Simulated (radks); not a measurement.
Values are calculated unless marked as measured or tabulated.
The nuclear charge of the holmium ion Ho2+ is varied continuously with 65 electrons held in [Xe] 4f11. Level of theory: scalar-relativistic Kohn-Sham, LDA (Slater exchange, Perdew-Wang correlation), spin-unpolarised, spherical densities, finite nucleus; Fermi nuclear charge, rms radius 5.2022 fm (a radial shooting solver on a logarithmic mesh with Libxc functionals). By the Hellmann-Feynman theorem dE/dZ = E(electron-nucleus)/Z, the electronic potential at the nucleus (averaged over a nucleus of fixed radius). The scalar-relativistic energy here is not variational (the density holds large components alone), so the two differ by a part that grows with Z.

Z      E (hartree)  E(electron-nucleus)/Z (hartree)  HOMO  e(HOMO) (eV)  <r> HOMO (bohr)
66.5   -12375.9068                         -455.605    4f        -9.962           0.8959
66.75  -12490.8347                         -458.144    4f       -13.629           0.8664
67     -12606.4069                         -460.680    4f       -17.593           0.8415
67.25  -12722.6231                         -463.216    4f       -21.814           0.8196
67.5   -12839.4833                         -465.752    4f       -26.265           0.8000
67.75  -12956.9879                         -468.289    4f       -30.930           0.7822
68     -13075.1371                         -470.828    4f       -35.795           0.7660

The central difference of E at Z = 67 is -463.577 hartree, to compare with the third column; the second derivative is -10.3 hartree.
